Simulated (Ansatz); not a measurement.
```yaml
crystal:
  periodic: [false, false, false]
  atoms:
    - {symbol: Ga, position_ang: [0.396558, -1.127900, 1.411996]}
    - {symbol: P, position_ang: [1.020155, 0.954716, -0.736052]}
    - {symbol: P, position_ang: [-1.416713, 0.173184, -0.675944]}
basis:
  gaussian: {orbitals: cc-pVDZ}
total_charge: -1
hamiltonian: {xc: {name: PBE0}}
scf: {omitted_lower_state_checks: [starts]}
```

```sh
$ ansatz run in.yaml --threads 4 --pin off --events-out ev --progress --plain --max-ram 3916MiB
```

Output, abridged:

```
Functional definition: PBE0
  name "PBE0"
  cite "Adamo & Barone, J. Chem. Phys. 110, 6158 (1999) doi:10.1063/1.478522"
  cite "Perdew, Burke & Ernzerhof, Phys. Rev. Lett. 77, 3865 (1996) doi:10.1103/PhysRevLett.77.3865"
  parent pbe
  parameter a = 0.25
  parameter kappa = 0.804
  parameter beta = 0.06672455060314922
  exchange = (1 - a)*pbe_x(kappa = kappa, mu = beta*pi^2/3) + a*exact_x
  correlation = pbe_c(beta = beta)
these checks for a lower state are left out or cut short: starts
710 factors; integrals over basis functions are off by at most 1.0e-3 eV
mean field evaluation 1: about -70939.5346 eV, gradient 7.4e0 eV
mean field evaluation 2: about -70939.5251 eV, gradient 6.6e0 eV
mean field evaluation 4: about -70939.7140 eV, gradient 5.1e-1 eV
mean field evaluation 8: about -70939.7486 eV, gradient 1.8e-2 eV
mean field evaluation 16: about -70939.7486 eV, gradient 2.5e-5 eV
mean field -70939.74860036 eV, -2606.9876763747 hartree, gradient 2.5e-5 eV, S^2 0.000000; 0 other end points of the search recorded, 0 dependent functions left out
reference -70939.74862294 eV, -2606.9876772042 hartree; 31, 31 occupied and 32, 32 virtual orbitals, 710 factors
Total energy: -70939.74862294 eV, -2606.9876772042 hartree
Checks for a lower state left out: starts
```

Run time 0.6 s (4 threads of Intel Xeon on a shared host).

The highest occupied level of an anion often lies above zero with these methods, and sets without diffuse functions describe the outer electron poorly.
